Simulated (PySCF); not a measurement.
# Correlation energy of Cl⁺ (chlorine, charge +1)

[Ne] 3s1 3p5, high-spin 3P determinant (an excited configuration). Computed with PySCF 2.14 in aug-cc-pVTZ-DK, with the spin-free X2C one-electron Hamiltonian (Gaussian nucleus). Frozen: [Ne]; 6 electrons correlated.

```tsv
level	correlation energy (mhartree)
CCSD	-232.58
(T)	-18.32
CCSD(T)	-250.90
```

Diagnostics: T1 = 0.017, D1 = 0.0360, largest double amplitude 0.180.

A double-excitation amplitude exceeds 0.15, a sign of near-degeneracy.

Cost of the coupled-cluster step: roughly 2 core-seconds, for 6 correlated electrons.
